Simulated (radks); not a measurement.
Ionisation of the cadmium ion Cd2+, [Kr] 4d10, to [Kr] 4d9 as the strength of local exchange is varied. Method: scalar-relativistic Kohn-Sham, Slater X-alpha exchange (alpha = 2/3 is LDA exchange), no correlation, spin-polarised, spherical densities, finite nucleus; Fermi nuclear charge, rms radius 4.6087 fm; computed with a radial shooting solver on a logarithmic mesh with Libxc functionals.

| alpha | E(Cd2+) (hartree) | exchange (hartree) | IE (eV) | -e of the level emptied (eV) | <r> of it (bohr) |
|---|---|---|---|---|---|
| 0.588 | -5566.98115 | -126.78357 | 34.686 | 27.516 (4d) | 1.279 |
| 0.6 | -5569.57456 | -129.43120 | 34.944 | 27.756 (4d) | 1.276 |
| 0.636 | -5577.36204 | -137.38851 | 35.724 | 28.485 (4d) | 1.267 |
| 0.667 | -5584.07662 | -144.25792 | 36.404 | 29.122 (4d) | 1.260 |
| 0.758 | -5603.83368 | -164.51531 | 38.448 | 31.041 (4d) | 1.239 |
| 1.009 | -5658.68738 | -221.10188 | 44.436 | 36.712 (4d) | 1.186 |

NIST Atomic Spectra Database: 37.47 eV (measured). The Delta-SCF value meets it near alpha = 0.71. Open shells are spherical and high-spin; term and fine-structure splittings are not resolved.
